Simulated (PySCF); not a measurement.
Vertical excitations of a molecule C₃H₁₀BN from TDA-PBE/def2-SVPD (PySCF), as energy in eV (oscillator strength): 5.85 (0.000), 6.71 (0.008), 6.78 (0.032), 6.85 (0.003), 7.26 (0.000), 7.30 (0.319), 7.62 (0.021), 7.74 (0.006), 7.81 (0.032), 7.87 (0.049). Lowest triplet (TDA): 5.57 eV. Coordinates come from a B3LYP-D3(BJ)/def2-SVP optimisation. One conformer was computed; it need not be the lowest.

Task: Identify the compound among the candidates.
(A) CBN(C)C
(B) BN(C)CC
(C) BNC(C)C
(D) CNB(C)C

Result: D, CNB(C)C
